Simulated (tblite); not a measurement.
Compound: C5H6F3S (doublet state).
Numbering: `[CH2:1][CH2:2][C:3](=[CH2:4])[S:5][C:6]([F:7])([F:8])[F:9]` (hydrogens: H10, H11 on C1; H12, H13 on C2; H14, H15 on C4)

Cartesian coordinates in Å at the GFN2-xTB level; atoms count from 1:
```
atom  x, y, z in Å
C1    -1.226   -0.844   -0.934
C2    -0.727    0.542   -1.011
C3    -0.118    0.961    0.309
C4    -0.790    1.426    1.347
S5     1.671    0.840    0.448
C6     1.862   -0.969    0.277
F7     0.968   -1.643    1.001
F8     3.072   -1.327    0.693
F9     1.740   -1.388   -0.986
H10   -1.913   -1.114   -0.155
H11   -0.829   -1.614   -1.564
H12    0.004    0.649   -1.813
H13   -1.558    1.234   -1.204
H14   -1.856    1.570    1.298
H15   -0.304    1.684    2.271
```

Computed values, GFN2-xTB/tblite, gas phase, harmonic and unscaled. This tight-binding method is rough: wavenumbers can miss measured ones by several per cent, in bad cases by 10 to 20. One conformer, not necessarily the lowest. Open shells enter through the occupations alone, without spin polarisation, and single modes of such species can be off by tens of per cent.

Harmonic wavenumbers (cm⁻¹): 28.7, 58.0, 78.6, 105.3, 174.9, 209.2, 255.2, 276.0, 326.8, 371.4, 421.3, 477.0, 479.4, 515.0, 546.0, 649.4, 678.5, 692.9, 802.4, 896.4, 907.2, 1003.7, 1026.8, 1056.8, 1086.7, 1101.4, 1125.1, 1190.5, 1268.0, 1377.6, 1391.3, 1441.7, 1673.7, 2872.3, 3003.3, 3106.2, 3139.7, 3143.5, 3186.9.

A = 2066, B = 1162, C = 950.4 MHz; mass 155.014 u (most abundant isotopes); point group C1, symmetry number 1; spin multiplicity 2.

Problem. Zero-point energy?

Solution. Half the sum of the wavenumbers: 21072 cm⁻¹ = 60.25 kcal/mol.

Problem. Entropy at 200 K, 1 bar (ideal gas, RRHO, classical rotation)?

Solution. Translation 39.07, rotation 28.14, vibration 22.63, spin (R ln 2) 1.38: S = 91.2 cal/(mol K).

Problem. And Cp and H(200 K) − H(0)?

Solution. Cp = 30.39 cal/(mol K), of which vibrations give 22.44 (their classical limit is 39 R = 77.5); H(200 K) − H(0) = 3.93 kcal/mol without the zero-point energy, 2.34 from vibrations.

Problem. How do the functions run with temperature in this model?

Solution. 
```
T (K)  S (cal/(mol K))  Cp (cal/(mol K))  H − H(0) (kcal/mol)  G − H(0) (kcal/mol)  ln q(vib)
  100             74.1              19.9                 1.40                -6.01       2.49
  300            105.3              39.6                 7.44               -24.16       8.38
  500            129.0              53.2                16.83               -47.67      13.80
  800            156.8              64.6                34.70               -90.74      21.01
 1000            171.7              69.3                48.11              -123.63      25.26
```

q(vib) and H(0) count from the zero-point level.

Problem. Blend soft modes into free rotors: weight 1/[1 + (100 cm⁻¹/ν̃)⁴] for the oscillator and the rest for a rotor with moment μB/(μ + B), μ = h/(8π²ν), B = 10⁻⁴⁴ kg m². What vibrational entropy results?

Solution. 20.22 cal/(mol K) in place of 22.63, which changes −T·S at 200 K by +0.48 kcal/mol.

Problem. Which modes carry the vibrational entropy at 200 K?

Solution. 28.7 cm⁻¹: 5.13; 58.0 cm⁻¹: 3.74; 78.6 cm⁻¹: 3.15; 105.3 cm⁻¹: 2.59; 174.9 cm⁻¹: 1.66; 209.2 cm⁻¹: 1.35 cal/(mol K); the other 33 give 5.03 together.

Hindered rotation and anharmonicity are outside this model. Other conformers, if any are populated, would add a mixing term that is left out. The structure is chiral; the term R ln 2 for an equal mix with its mirror image is left out.
